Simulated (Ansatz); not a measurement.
H6Ge2, charge +1, doublet, geometry from GFN2-xTB (a state made from the parent by changing its charge; the spin is typed, not shown lowest). Base run: PBE/STO-3G (Ansatz, an electronic-structure program).

Ansatz was given this input:
Ansatz 0.2 input:
```yaml
crystal:
  periodic: [false, false, false]
  atoms:
    - {symbol: Ge, position_ang: [-1.29469349, 0.13696748, -0.01998394]}
    - {symbol: Ge, position_ang: [1.29469349, -0.13696748, 0.01998394]}
    - {symbol: H, position_ang: [-1.73689031, -0.85395003, -1.06936281]}
    - {symbol: H, position_ang: [-1.48917906, 1.58565981, -0.39696865]}
    - {symbol: H, position_ang: [-1.70671536, -0.20986339, 1.39019260]}
    - {symbol: H, position_ang: [1.48981544, -1.57304716, 0.44218548]}
    - {symbol: H, position_ang: [1.74085897, 0.88657228, 1.03583544]}
    - {symbol: H, position_ang: [1.70211032, 0.16462850, -1.40188207]}
basis:
  gaussian:
    orbitals: STO-3G
hamiltonian:
  xc: pbe
total_charge: 1
magnetization: {spin_polarized: true, initial_magnetization: 1}
```

The base run was repeated with changes; each row names its change, and settings that it needs were set with it.

```csv
change,basis functions,E (Eh)
base,42,-4108.68657
basis = cc-pVDZ-DK; relativity = spin-free X2C,84,-4200.08296
basis = cc-pVTZ-DK; relativity = spin-free X2C,170,-4200.28637
basis = jorge-DZP-DKH; relativity = spin-free X2C,116,-4200.03477
basis = cc-pVTZ-DK; relativity = spin-free X2C; nucleus = Gaussian,170,-4200.26020
basis = jorge-DZP-DKH; relativity = none,116,-4146.36199
basis = cc-pVDZ-DK; relativity = spin-free X2C; nucleus = Gaussian,84,-4200.05974
basis = jorge-DZP-DKH; relativity = spin-free X2C; nucleus = Gaussian,116,-4200.01099
basis = cc-pVDZ-DK; relativity = none,84,-4132.90637
basis = cc-pVTZ-DK; relativity = none,170,-4130.80891
```

Absolute energies of different levels of theory aren't comparable as measures of quality.

Ansatz warned in this series: the basis is contracted for relativity, which the run leaves out.

Basis sets contracted for a relativistic Hamiltonian are a mismatch without it, so the rows without relativity aren't non-relativistic limits. No row has spin-orbit coupling; sets with core potentials leave out the core electrons.
